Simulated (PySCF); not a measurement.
C2H6BClO, SMILES CCOBCl. Geometry optimised at PBE-D3(BJ)/def2-SVP. The structure was generated by enumeration, and PubChem lists no compound with its InChIKey, so it may never have been made. The values are those of a single conformer.

Computed equilibrium geometry at PBE-D3(BJ)/def2-SVP (PySCF confirms it by a frequency run) as a Z-matrix (one conformer of several):
```
C
H 1 1.1104
H 1 1.1124 2 107.84
O 1 1.4341 2 106.69 3 -117.97
B 4 1.3455 1 121.90 2 128.85
H 5 1.2167 4 122.65 1 -1.40
C 1 1.5189 2 110.73 3 121.79
H 7 1.1080 1 110.77 2 61.89
H 7 1.1085 8 108.34 1 121.01
H 7 1.1086 8 108.19 9 117.11
Cl 5 1.7678 6 119.27 4 179.87
```
